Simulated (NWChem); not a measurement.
System: C4H5FO; SMILES C=CO/C=C/F

Here is an NWChem input.

```
start job
memory heap 200 mb stack 900 mb global 1100 mb
geometry units angstroms noautoz
  C      1.187623    -1.757484     0.162786
  C     -0.103871    -1.796979    -0.169427
  O     -1.046228    -0.826043    -0.093678
  C     -0.798697     0.481614     0.165639
  C      0.264368     1.203515    -0.193626
  F      0.295347     2.505564     0.090276
  H      1.687991    -0.871878     0.553628
  H      1.768929    -2.675337     0.068521
  H     -0.572771    -2.714366    -0.535534
  H     -1.635315     0.969827     0.672573
  H      1.144825     0.846861    -0.729853
end
basis spherical
  * library def2-svp
end
dft
  xc scan
  grid xcoarse
  iterations 150
  mulliken
end
task dft gradient
```

Parts of the log:

```
             Northwest Computational Chemistry Package (NWChem) 7.3.0
             --------------------------------------------------------

 C1  symmetry detected

                             Geometry "geometry" -> ""
                             -------------------------

 Output coordinates in angstroms (scale by  1.889725989 to convert to a.u.)

  No.       Tag          Charge          X              Y              Z
 ---- ---------------- ---------- -------------- -------------- --------------
    1 C                    6.0000     1.18680453    -1.76509513     0.15830936
    2 C                    6.0000    -0.11580630    -1.80557622    -0.12708228
    3 O                    8.0000    -1.05135050    -0.82925261    -0.03741297
    4 C                    6.0000    -0.79002501     0.48220752     0.18678575
    5 C                    6.0000     0.26222452     1.19222237    -0.22427314
    6 F                    9.0000     0.30798865     2.49950219     0.03227466
    7 H                    1.0000     1.70394502    -0.87408493     0.51340107
    8 H                    1.0000     1.76106290    -2.68714911     0.06187039
    9 H                    1.0000    -0.60073583    -2.72800644    -0.45793921
   10 H                    1.0000    -1.60633800     0.98400577     0.71318419
   11 H                    1.0000     1.12178571     0.82118467    -0.78412275

 Effective nuclear repulsion energy (a.u.)     220.3803777740

                                 NWChem DFT Module
                                 -----------------

 Summary of "ao basis" -> "ao basis" (spherical)
 ------------------------------------------------------------------------------
       Tag                 Description            Shells   Functions and Types
 ---------------- ------------------------------  ------  ---------------------
 C                          def2-svp                 6       14   3s2p1d
 O                          def2-svp                 6       14   3s2p1d
 F                          def2-svp                 6       14   3s2p1d
 H                          def2-svp                 3        5   2s1p

            General Information
            -------------------
          SCF calculation type: DFT
          Wavefunction type:  closed shell.
          No. of atoms     :    11
          No. of electrons :    46
           Alpha electrons :    23
            Beta electrons :    23
          Charge           :     0
          Spin multiplicity:     1
          Use of symmetry is: off; symmetry adaption is: off
          Maximum number of iterations: 150
          AO basis - number of functions:   109
                     number of shells:    51
          Convergence on energy requested:  1.00D-06
          Convergence on density requested:  1.00D-05
          Convergence on gradient requested:  5.00D-04

              XC Information
              --------------
                         SCAN Method XC Functional
                  SCAN metaGGA Exchange Functional  1.000
                        SCAN Correlation Potential  1.000

             Grid Information
             ----------------
          Grid used for XC integration:  xcoarse
          Radial quadrature: Mura-Knowles
          Angular quadrature: Lebedev.
          Tag              B.-S. Rad. Rad. Pts. Rad. Cut. Ang. Pts.
          ---              ---------- --------- --------- ---------
          C                   0.70       21          10.0       194
          O                   0.60       21           9.0       194
          F                   0.50       21          12.0       194
          H                   0.35       21          11.0       194
          Grid pruning is: on
          Number of quadrature shells:   231
          Spatial weights used:  Erf1

      Superposition of Atomic Density Guess
      -------------------------------------

 Sum of atomic energies:        -326.97930240

      Non-variational initial energy
      ------------------------------

 Total energy =    -330.104175
 1-e energy   =    -883.678041
 2-e energy   =     333.193488
 HOMO         =      -0.237807
 LUMO         =       0.030896

     ---------------------------------------------
      Total Density - Mulliken Population Analysis
     ---------------------------------------------

    Atom       Charge   Shell Charges
 -----------   ------   -------------------------------------------------------
    1 C    6     6.43   1.99  0.97  0.27  2.10  1.08  0.02
    2 C    6     5.68   1.99  0.93  0.23  1.73  0.73  0.07
    3 O    8     8.43   1.99  1.09  0.63  2.91  1.80  0.01
    4 C    6     5.85   1.99  0.93  0.23  1.85  0.79  0.06
    5 C    6     5.69   1.99  0.92  0.27  1.74  0.71  0.07
    6 F    9     9.37   1.99  1.14  0.77  3.43  2.04  0.01
    7 H    1     0.89   0.66  0.20  0.03
    8 H    1     0.88   0.66  0.20  0.03
    9 H    1     0.93   0.69  0.22  0.02
   10 H    1     0.93   0.68  0.22  0.02
   11 H    1     0.93   0.68  0.23  0.02

   convergence    iter        energy       DeltaE   RMS-Dens  Diis-err
 ---------------- ----- ----------------- --------- --------- ---------
 d= 0,ls=0.0,diis     1   -329.9408398863 -5.50D+02  1.09D-02  7.09D-01
 d= 0,ls=0.0,diis     2   -329.9005453426  4.03D-02  7.44D-03  1.11D+00
 d= 0,ls=0.0,diis     3   -330.0109258635 -1.10D-01  2.95D-03  1.01D-01
 d= 0,ls=0.0,diis     4   -330.0177107726 -6.78D-03  1.47D-03  4.02D-02
 d= 0,ls=0.0,diis     5   -330.0226214249 -4.91D-03  3.51D-04  2.41D-03
  Resetting Diis
 d= 0,ls=0.0,diis     6   -330.0228703630 -2.49D-04  1.31D-04  2.74D-04
 d= 0,ls=0.0,diis     7   -330.0229020507 -3.17D-05  1.30D-04  3.68D-05
 d= 0,ls=0.0,diis     8   -330.0228829438  1.91D-05  9.47D-05  1.79D-04
 d= 0,ls=0.0,diis     9   -330.0229065895 -2.36D-05  1.43D-05  2.80D-06
 d= 0,ls=0.0,diis    10   -330.0229068612 -2.72D-07  6.05D-06  5.60D-07

         Total DFT energy =     -330.022906861191
      One electron energy =     -887.221945872331
           Coulomb energy =      379.195464059691
    Exchange-Corr. energy =      -42.376802822591
 Nuclear repulsion energy =      220.380377774039

 Numeric. integr. density =       46.004001553990

                       DFT Final Molecular Orbital Analysis
                       ------------------------------------

 Vector   21  Occ=2.000000D+00  E=-3.254515D-01
              MO Center= -3.4D-01, -3.9D-03, -1.4D-02, r^2= 3.9D+00
   Bfn.  Coefficient  Atom+Function         Bfn.  Coefficient  Atom+Function
  ----- ------------  ---------------      ----- ------------  ---------------
    32      0.359964   3 O  px               74      0.284218   6 F  px
    35      0.253959   3 O  px               60      0.201768   5 C  px
    77     -0.196495   6 F  px              105      0.162409  11 H  s
     4      0.157019   1 C  px               20     -0.157346   2 C  pz
    46     -0.154543   4 C  px              100      0.152818  10 H  s

 Vector   22  Occ=2.000000D+00  E=-2.541082D-01
              MO Center=  6.5D-02, -5.4D-01,  3.0D-02, r^2= 3.6D+00
   Bfn.  Coefficient  Atom+Function         Bfn.  Coefficient  Atom+Function
  ----- ------------  ---------------      ----- ------------  ---------------
     6      0.297230   1 C  pz               20      0.284053   2 C  pz
    48     -0.247718   4 C  pz               62     -0.215038   5 C  pz
     9      0.207746   1 C  pz               76     -0.188716   6 F  pz
    23      0.182384   2 C  pz               46     -0.175364   4 C  px
    51     -0.175229   4 C  pz               32      0.165794   3 O  px

 Vector   23  Occ=2.000000D+00  E=-2.047930D-01
              MO Center=  4.6D-02, -2.0D-01, -1.6D-03, r^2= 3.6D+00
   Bfn.  Coefficient  Atom+Function         Bfn.  Coefficient  Atom+Function
  ----- ------------  ---------------      ----- ------------  ---------------
    34      0.349675   3 O  pz               37      0.289365   3 O  pz
     6     -0.265652   1 C  pz               62     -0.251690   5 C  pz
    48     -0.216400   4 C  pz                9     -0.206814   1 C  pz
    60     -0.192203   5 C  px               76     -0.174716   6 F  pz
    63     -0.152750   5 C  px               65     -0.151434   5 C  pz

 Vector   24  Occ=0.000000D+00  E=-3.142855D-02
              MO Center=  2.0D-01, -4.3D-01, -1.8D-02, r^2= 3.9D+00
   Bfn.  Coefficient  Atom+Function         Bfn.  Coefficient  Atom+Function
  ----- ------------  ---------------      ----- ------------  ---------------
     9      0.418196   1 C  pz               23     -0.404200   2 C  pz
    65     -0.363640   5 C  pz               51      0.356792   4 C  pz
    20     -0.331324   2 C  pz               62     -0.315068   5 C  pz
     6      0.293375   1 C  pz               48      0.274704   4 C  pz
    63     -0.197740   5 C  px               60     -0.157424   5 C  px

[...]

                         DFT ENERGY GRADIENTS

    atom               coordinates                        gradient
                 x          y          z           x          y          z
   1 C       2.242735  -3.335546   0.299161   -0.008155  -0.001659  -0.001560
   2 C      -0.218842  -3.412044  -0.240151    0.010336  -0.000948   0.001756
   3 O      -1.986764  -1.567060  -0.070700   -0.001932   0.000509   0.000796
   4 C      -1.492931   0.911240   0.352974    0.008651   0.004198  -0.004422
   5 C       0.495532   2.252974  -0.423815   -0.007522   0.000320   0.003686
   6 F       0.582014   4.723374   0.060990   -0.000043  -0.003628  -0.000303
   7 H       3.219989  -1.651781   0.970187   -0.001486  -0.001330  -0.000972
   8 H       3.327926  -5.077976   0.116918   -0.000983   0.001497   0.000036
   9 H      -1.135226  -5.155185  -0.865380    0.001521   0.000856   0.000463
  10 H      -3.035539   1.859501   1.347723    0.000809   0.000311  -0.000151
  11 H       2.119868   1.551814  -1.481777   -0.001195  -0.000125   0.000670
```

Level: SCAN/def2-SVP. All runs use the structure optimised with PBE0/def2-SVP.
